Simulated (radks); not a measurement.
The terbium ion Tb2+ inside a hard spherical wall (all orbitals vanish at R), configuration held at [Xe] 4f9 and not refilled when levels cross. Calculated with a radial shooting solver on a logarithmic mesh with Libxc functionals: scalar-relativistic Kohn-Sham, PBE, spin-polarised, spherical densities, finite nucleus; open shells are filled with parallel spins first (spin-orbit coupling, left out, can overturn this in heavy ions); Fermi nuclear charge, rms radius 5.06 fm. Eigenvalues in eV for spin up, with the zero of energy where the potential of the charges vanishes at infinity; a dash marks a level that is unbound or too diffuse for the functional's potential to be trusted. A positive occupied level is held by the wall or, in an anion where self-interaction has pushed it up, behind a barrier. The pressure on the wall is -dE/dV.

R (bohr)  E (hartree)  kinetic (hartree)    e(4d)    e(5s)    e(5p)    e(4f)  e(6s, empty)  e(5d, empty)  pressure (GPa)
free      -11707.5339          12598.767  -162.26  -62.310  -39.356  -18.232       -14.457       -13.846               0
20        -11707.5339          12598.767  -162.26  -62.310  -39.356  -18.232       -14.457       -13.846        < 0.0001
15        -11707.5339          12598.767  -162.26  -62.310  -39.356  -18.232       -14.457       -13.846        < 0.0001
12        -11707.5339          12598.767  -162.26  -62.310  -39.356  -18.232       -14.457       -13.846        < 0.0001
10        -11707.5339          12598.768  -162.26  -62.310  -39.356  -18.232       -14.456       -13.846        < 0.0001
7         -11707.5339          12598.768  -162.25  -62.304  -39.350  -18.224       -14.303       -13.810         0.00664
6         -11707.5334          12598.773  -162.22  -62.280  -39.328  -18.192       -13.847       -13.691          0.0687
4         -11707.4879          12599.163  -161.02  -61.411  -38.473  -17.065        -6.115       -11.214            16.4
3.5       -11707.3753          12599.990  -159.29  -60.133  -37.097  -15.424         1.971        -8.363            75.8
3         -11706.9707          12602.543  -155.11  -56.969  -33.462  -11.456        19.170        -1.982             375
2.5       -11705.4646          12610.491  -145.18  -48.727  -23.515   -1.915        58.415        13.323            2050
